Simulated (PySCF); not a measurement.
# Computed structure and properties of [PmF2]+

System: [PmF2]+ (singlet in the valence; each metal's 4f electrons, 4 of them, lie in its core potential, out of spins and levels); start: template (C2v). Method: PySCF 2.14.0, RKS PBE0, Pm lcecp-1-SVP with ECP50, F def2-SVP; non-relativistic Hamiltonian with scalar-relativistic core potentials where named; density fitting; no spin-orbit coupling.

Input of the relaxation:

```python
mol = gto.M(atom='''
Pm     0.00000     0.00000    -0.18171
F      1.95460    -0.00000     0.69299
F     -1.95460     0.00000     0.69299''',
    basis={'Pm': 'lcecp-1-SVP', 'F': 'def2-SVP'},
    ecp={'Pm': 'lcecp-1-SVP'},
    charge=1, spin=0)
mf = dft.RKS(mol, xc='PBE0')
mf.grids.atom_grid = (50, 194)  # f atoms: unpruned, at least (60, 302)
mf = mf.density_fit()  # fitting sets: Pm AutoAux, F def2-universal-JKFIT
mf.conv_tol = 1e-08; mf.max_cycle = 55
mf.kernel(dm0)  # dm0: converged density of the start geometry
# quasi-Newton relaxation in Cartesian coordinates to a largest gradient under 0.00045 Eh/bohr, steps kept in the point group
```

Run from Python with OMP_NUM_THREADS=2; the lines above give its settings. Where DIIS fails, smearing, a level shift and second-order steps follow.
It took 9.8 s on 2 threads of Arm Neoverse V1, on a shared host, from the converged density of the start.

Course of the relaxation:

```json
{"step": "0", "energy above end (eV)": "0.5840", "largest force component within the symmetry (eV/Å)": "2.679"}
{"step": "1", "energy above end (eV)": "0.1557", "largest force component within the symmetry (eV/Å)": "0.974"}
{"step": "2", "energy above end (eV)": "0.0669", "largest force component within the symmetry (eV/Å)": "0.747"}
{"step": "3", "energy above end (eV)": "0.0230", "largest force component within the symmetry (eV/Å)": "0.340"}
{"step": "4", "energy above end (eV)": "0.0026", "largest force component within the symmetry (eV/Å)": "0.286"}
{"step": "5", "energy above end (eV)": "0.0003", "largest force component within the symmetry (eV/Å)": "0.057"}
{"step": "6", "energy above end (eV)": "0.0000", "largest force component within the symmetry (eV/Å)": "0.002"}
```

Relaxed geometry (C2v):

```xyz
3

Pm    0.0000    0.0000   -0.3674
F     1.6127    0.0000    0.7859
F    -1.6127    0.0000    0.7859
```

| contact | Å |
| --- | --- |
| Pm1–F2 (F) | 1.983 |
| Pm1–F3 (F) | 1.983 |

On the finer grid (75, 302):

```
HOMO                                                          : -15.98 eV
LUMO                                                          : -7.74 eV
Dipole about the centre of mass                               : 6.45 D
Set of Mulliken populations of Pm1 outside the core potential : s 2.06, p 6.10, d 1.06, f 0.10
D3(BJ) dispersion energy (not in the energies)                : -0.024 eV
```

```json
{"atom": "Pm1", "Mulliken (e)": "1.67", "Löwdin (e)": "1.42", "spin (e)": "0.00"}
{"atom": "F2", "Mulliken (e)": "-0.34", "Löwdin (e)": "-0.21", "spin (e)": "0.00"}
{"atom": "F3", "Mulliken (e)": "-0.34", "Löwdin (e)": "-0.21", "spin (e)": "0.00"}
```

The 4f levels lie in the core potential and are missing. Their spin isn't counted.

On the grid (50, 194), as all that follows. Harmonic modes: a minimum; lowest 121 cm⁻¹ (negative: unstable), highest 652 cm⁻¹, zero-point energy 0.088 eV.

Taking off one F (charge -1, singlet; the rest: singlet) in vacuum, both parts rigid, costs 17.31 eV; the small basis without counterpoise inflates it. Most of it is the attraction of opposite charges; other ways to part are cheaper, and one spin state was tried for the rest.

Rigid scan of F along the line from its metal:

distance to F2 (Å), energy (eV) and a bar:
```
     1.68      1.858 #########
     1.78      0.705 ####
     1.88      0.151 #
     1.98      0.000 
     2.08      0.112 #
     2.18      0.393 ##
     2.38      1.218 ######
     2.68      2.638 #############
     3.08      4.344 ######################
     3.58      5.918 ##############################
```

One start shape was tried, so this needn't be the lowest isomer.

An lcecp potential fixes the number of 4f electrons, so in runs with it no electron can move into or out of that shell.
